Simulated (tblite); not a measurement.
Record of a relaxation.

C₅H₁₀FP.
Numbering: `[CH3:1][C@@H:2]1[CH2:3][C@H:4]([F:5])[CH2:6][PH:7]1` (hydrogens: H8, H9, H10 on C1; H11 on C2; H12, H13 on C3; H14 on C4; H15, H16 on C6; H17 on P7)

Computed with GFN2-xTB (tblite), gas phase: L-BFGS steps from a force-field or distance-geometry start until the largest atomic force falls under 0.01 eV/Å. 8 of its 95 geometries are shown.

Step 0: E = -626.7696 eV, largest atomic force 2.425 eV/Å
```
atom  x, y, z in Å  |  force x, y, z in eV/Å
C1     -2.073    0.406   -0.169   -2.129   0.616  -0.021
C2     -0.697    0.228   -0.686    1.281   0.361  -0.079
C3     -0.011   -1.050   -0.259   -0.510  -1.807  -0.861
C4      1.148   -0.735    0.619    1.095  -0.328   1.100
F5      0.687   -0.200    1.831    0.144  -0.947   0.048
C6      1.937    0.384   -0.032   -0.994   0.037   0.582
P7      0.486    1.570   -0.118    0.150   2.325  -0.671
H8     -2.290   -0.211    0.720    0.245   0.398  -0.293
H9     -2.807    0.111   -0.958    0.348   0.157   0.625
H10    -2.297    1.480    0.078    0.229  -0.926  -0.153
H11    -0.660    0.268   -1.797   -0.211   0.265   0.455
H12     0.404   -1.522   -1.181   -0.264  -0.172   0.709
H13    -0.725   -1.757    0.228    0.561   0.387  -0.310
H14     1.773   -1.614    0.866   -0.292   0.116   0.128
H15     2.212    0.058   -1.037    0.318   0.414   0.148
H16     2.756    0.761    0.597   -0.208  -0.182  -0.453
H17     0.149    1.837    1.288    0.236  -0.713  -0.954
```

Step 13: E = -627.4214 eV, largest atomic force 0.335 eV/Å
```
atom  x, y, z in Å  |  force x, y, z in eV/Å
C1     -2.082    0.448   -0.166    0.054  -0.003  -0.029
C2     -0.662    0.260   -0.721    0.038   0.049   0.076
C3     -0.015   -1.077   -0.270   -0.004   0.148  -0.057
C4      1.166   -0.773    0.651    0.018   0.073  -0.101
F5      0.690   -0.465    1.913    0.118  -0.028  -0.022
C6      1.867    0.433    0.038   -0.073   0.055  -0.044
P7      0.509    1.681   -0.253   -0.103  -0.318   0.016
H8     -2.217   -0.113    0.758    0.059   0.078  -0.008
H9     -2.808    0.091   -0.896   -0.055  -0.030   0.093
H10    -2.306    1.493    0.049    0.081  -0.004  -0.103
H11    -0.723    0.290   -1.821    0.054  -0.059   0.169
H12     0.386   -1.619   -1.130   -0.148  -0.044   0.042
H13    -0.749   -1.701    0.249    0.162   0.045  -0.122
H14     1.844   -1.629    0.785   -0.118   0.046  -0.005
H15     2.256    0.130   -0.940    0.145   0.072   0.116
H16     2.677    0.852    0.641   -0.126  -0.134  -0.008
H17     0.161    1.712    1.102   -0.100   0.054  -0.014
```

Step 27: E = -627.5060 eV, largest atomic force 0.108 eV/Å
```
atom  x, y, z in Å  |  force x, y, z in eV/Å
C1     -2.051    0.490   -0.154   -0.019   0.005   0.037
C2     -0.672    0.229   -0.761   -0.023   0.023   0.012
C3     -0.036   -1.095   -0.293    0.014  -0.010  -0.030
C4      1.190   -0.819    0.574   -0.002   0.060   0.020
F5      0.785   -0.622    1.882   -0.042  -0.056   0.082
C6      1.858    0.459    0.091    0.020   0.055  -0.051
P7      0.481    1.644   -0.311    0.008   0.045   0.025
H8     -2.082    0.138    0.874    0.011   0.009   0.047
H9     -2.838   -0.007   -0.717    0.026  -0.066   0.009
H10    -2.265    1.558   -0.141   -0.041   0.018  -0.093
H11    -0.763    0.224   -1.853   -0.003  -0.002  -0.001
H12     0.277   -1.693   -1.146    0.031  -0.029  -0.092
H13    -0.751   -1.681    0.284   -0.020  -0.011   0.007
H14     1.878   -1.673    0.602   -0.021   0.024   0.018
H15     2.449    0.272   -0.806    0.013  -0.060  -0.038
H16     2.512    0.884    0.853    0.004  -0.040   0.001
H17     0.024    1.706    1.010    0.044   0.033   0.048
```

Step 40: E = -627.5426 eV, largest atomic force 0.123 eV/Å
```
atom  x, y, z in Å  |  force x, y, z in eV/Å
C1     -2.059    0.485   -0.139    0.035   0.018   0.019
C2     -0.675    0.255   -0.737    0.069  -0.007  -0.047
C3     -0.034   -1.087   -0.327   -0.013   0.019  -0.014
C4      1.175   -0.829    0.571   -0.074  -0.052  -0.026
F5      0.735   -0.660    1.874    0.061  -0.013  -0.051
C6      1.858    0.448    0.107    0.007  -0.080   0.017
P7      0.500    1.658   -0.279   -0.045   0.053  -0.015
H8     -2.031    0.369    0.944   -0.009   0.010  -0.039
H9     -2.779   -0.225   -0.552    0.062   0.087   0.059
H10    -2.385    1.499   -0.373   -0.078  -0.088   0.035
H11    -0.773    0.286   -1.829    0.007  -0.012  -0.029
H12     0.292   -1.636   -1.214    0.033   0.025   0.079
H13    -0.752   -1.707    0.213    0.030   0.035  -0.025
H14     1.867   -1.683    0.593   -0.065   0.021   0.061
H15     2.443    0.244   -0.792    0.001   0.012  -0.037
H16     2.525    0.845    0.871    0.020   0.016   0.015
H17     0.085    1.751    1.056   -0.042  -0.046  -0.002
```

Step 54: E = -627.5504 eV, largest atomic force 0.028 eV/Å
```
atom  x, y, z in Å  |  force x, y, z in eV/Å
C1     -2.047    0.484   -0.135   -0.011   0.004   0.011
C2     -0.667    0.269   -0.749   -0.006   0.014   0.000
C3     -0.033   -1.074   -0.336   -0.003   0.007  -0.012
C4      1.162   -0.826    0.578    0.011   0.001  -0.006
F5      0.721   -0.641    1.876   -0.019   0.007   0.001
C6      1.861    0.439    0.106   -0.008   0.014  -0.008
P7      0.506    1.665   -0.268    0.002  -0.021   0.007
H8     -1.999    0.403    0.949    0.009  -0.001   0.003
H9     -2.749   -0.260   -0.509    0.005   0.007   0.007
H10    -2.428    1.473   -0.389    0.015  -0.009   0.000
H11    -0.770    0.300   -1.841    0.005   0.002  -0.002
H12     0.318   -1.617   -1.214   -0.003  -0.010  -0.005
H13    -0.761   -1.696    0.186    0.005  -0.005  -0.008
H14     1.837   -1.689    0.617    0.013  -0.018   0.017
H15     2.427    0.233   -0.805   -0.001  -0.005   0.000
H16     2.545    0.830    0.860   -0.015   0.009  -0.003
H17     0.070    1.721    1.063    0.000   0.005   0.000
```

Step 67: E = -627.5512 eV, largest atomic force 0.032 eV/Å
```
atom  x, y, z in Å  |  force x, y, z in eV/Å
C1     -2.041    0.483   -0.127    0.015  -0.004   0.002
C2     -0.666    0.267   -0.753    0.005  -0.011  -0.002
C3     -0.031   -1.077   -0.347    0.018   0.002   0.013
C4      1.155   -0.824    0.578    0.003  -0.010   0.016
F5      0.694   -0.628    1.868   -0.001   0.006   0.002
C6      1.858    0.439    0.105    0.010  -0.016   0.003
P7      0.505    1.662   -0.270   -0.010   0.025  -0.018
H8     -1.979    0.406    0.957   -0.003  -0.011   0.011
H9     -2.746   -0.263   -0.491   -0.010   0.008   0.001
H10    -2.421    1.472   -0.381   -0.010   0.001  -0.006
H11    -0.772    0.302   -1.844   -0.016   0.004  -0.002
H12     0.329   -1.616   -1.225   -0.006   0.015   0.003
H13    -0.758   -1.706    0.168    0.003   0.005  -0.018
H14     1.829   -1.687    0.637    0.004  -0.007  -0.003
H15     2.426    0.229   -0.804    0.001  -0.006  -0.011
H16     2.540    0.834    0.858   -0.001  -0.005   0.017
H17     0.071    1.719    1.061   -0.003   0.006  -0.008
```

Step 81: E = -627.5556 eV, largest atomic force 0.064 eV/Å
```
atom  x, y, z in Å  |  force x, y, z in eV/Å
C1     -2.008    0.477   -0.064   -0.002  -0.003  -0.004
C2     -0.677    0.251   -0.776    0.017   0.034  -0.001
C3     -0.008   -1.085   -0.403   -0.014   0.018  -0.005
C4      1.114   -0.822    0.593    0.006   0.024  -0.008
F5      0.579   -0.591    1.847   -0.020   0.003   0.008
C6      1.848    0.425    0.124    0.003   0.020  -0.008
P7      0.524    1.647   -0.364    0.055  -0.026   0.021
H8     -1.887    0.391    1.014    0.010  -0.020  -0.006
H9     -2.747   -0.252   -0.393   -0.004  -0.016   0.007
H10    -2.387    1.474   -0.289   -0.005  -0.013   0.007
H11    -0.858    0.281   -1.857    0.006  -0.014   0.003
H12     0.435   -1.548   -1.285   -0.022  -0.019   0.001
H13    -0.737   -1.773    0.024    0.003  -0.009   0.006
H14     1.781   -1.685    0.714   -0.011   0.000  -0.017
H15     2.464    0.182   -0.745   -0.004   0.003  -0.001
H16     2.493    0.841    0.899   -0.023  -0.004   0.005
H17     0.065    1.798    0.951    0.005   0.020  -0.007
```

Step 94: E = -627.5577 eV, largest atomic force 0.006 eV/Å
```
atom  x, y, z in Å  |  force x, y, z in eV/Å
C1     -1.990    0.470   -0.039    0.000   0.003  -0.001
C2     -0.679    0.253   -0.789    0.002  -0.004   0.000
C3     -0.007   -1.083   -0.426    0.000  -0.004   0.003
C4      1.096   -0.821    0.591   -0.003  -0.003   0.003
F5      0.533   -0.588    1.833    0.001   0.002  -0.001
C6      1.844    0.422    0.137   -0.002  -0.006   0.000
P7      0.543    1.643   -0.412    0.001   0.005  -0.003
H8     -1.834    0.373    1.034    0.002  -0.001   0.001
H9     -2.732   -0.264   -0.350    0.002   0.001  -0.001
H10    -2.384    1.464   -0.244   -0.002  -0.003  -0.001
H11    -0.886    0.276   -1.865   -0.002   0.003   0.000
H12     0.450   -1.536   -1.307    0.000   0.000   0.004
H13    -0.736   -1.782   -0.015   -0.004   0.000  -0.005
H14     1.755   -1.688    0.725    0.001   0.005  -0.002
H15     2.493    0.172   -0.705    0.005   0.001  -0.004
H16     2.457    0.845    0.934   -0.001   0.001   0.001
H17     0.070    1.856    0.888    0.000   0.001   0.005
```

Task: Summarise the path.

Result: The energy falls by 18.17 kcal/mol from step 0 to step 94; nine tenths of that is first reached at step 20. It falls at every step. The largest force goes from 2.425 to 0.006 eV/Å. Among the bonds P7–H17 changes most, from 1.471 to 1.400 Å; the atoms move by 0.376 Å rms after alignment.

Task: Follow the three bonds and two angles with the largest change from start to end.

Result: 
| step | E above end (kcal/mol) | largest force (eV/Å) | P7–H17 (Å) | C1–C2 (Å) | C1–H10 (Å) | C2–P7–H17 (°) | C4–C6–P7 (°) |
| --- | --- | --- | --- | --- | --- | --- | --- |
| 0 | 18.17 | 2.425 | 1.471 | 1.481 | 1.125 | 106.0 | 94.8 |
| 4 | 5.94 | 0.718 | 1.413 | 1.536 | 1.082 | 98.1 | 103.2 |
| 8 | 4.20 | 0.305 | 1.395 | 1.530 | 1.090 | 97.4 | 103.3 |
| 12 | 3.40 | 0.306 | 1.398 | 1.537 | 1.089 | 96.1 | 104.4 |
| 16 | 2.50 | 0.242 | 1.402 | 1.530 | 1.089 | 95.8 | 105.3 |
| 20 | 1.82 | 0.244 | 1.403 | 1.532 | 1.090 | 93.9 | 105.6 |
| 25 | 1.30 | 0.114 | 1.400 | 1.529 | 1.090 | 93.7 | 105.8 |
| 29 | 1.09 | 0.104 | 1.400 | 1.531 | 1.090 | 93.4 | 106.3 |
| 33 | 0.86 | 0.139 | 1.404 | 1.529 | 1.093 | 95.2 | 106.0 |
| 37 | 0.51 | 0.125 | 1.401 | 1.527 | 1.091 | 95.5 | 106.3 |
| 41 | 0.32 | 0.159 | 1.401 | 1.525 | 1.086 | 95.5 | 106.2 |
| 45 | 0.21 | 0.052 | 1.401 | 1.526 | 1.090 | 95.0 | 106.4 |
| 49 | 0.19 | 0.039 | 1.402 | 1.526 | 1.088 | 94.9 | 106.2 |
| 53 | 0.17 | 0.029 | 1.401 | 1.526 | 1.089 | 94.6 | 106.0 |
| 57 | 0.16 | 0.027 | 1.401 | 1.526 | 1.089 | 94.5 | 105.9 |
| 61 | 0.16 | 0.018 | 1.401 | 1.526 | 1.089 | 94.6 | 105.9 |
| 65 | 0.15 | 0.022 | 1.402 | 1.526 | 1.089 | 94.6 | 105.8 |
| 69 | 0.14 | 0.030 | 1.401 | 1.525 | 1.089 | 94.7 | 105.8 |
| 74 | 0.11 | 0.054 | 1.402 | 1.526 | 1.090 | 94.6 | 105.9 |
| 78 | 0.07 | 0.036 | 1.401 | 1.527 | 1.090 | 94.4 | 105.9 |
| 82 | 0.04 | 0.048 | 1.401 | 1.526 | 1.090 | 94.3 | 106.0 |
| 86 | 0.02 | 0.035 | 1.400 | 1.526 | 1.089 | 94.1 | 106.1 |
| 90 | 0.00 | 0.030 | 1.401 | 1.526 | 1.089 | 94.4 | 106.1 |
| 94 | 0.00 | 0.006 | 1.400 | 1.526 | 1.089 | 94.5 | 106.2 |

Run on an Arm Neoverse N1 with one thread, no GPU, on a shared host.
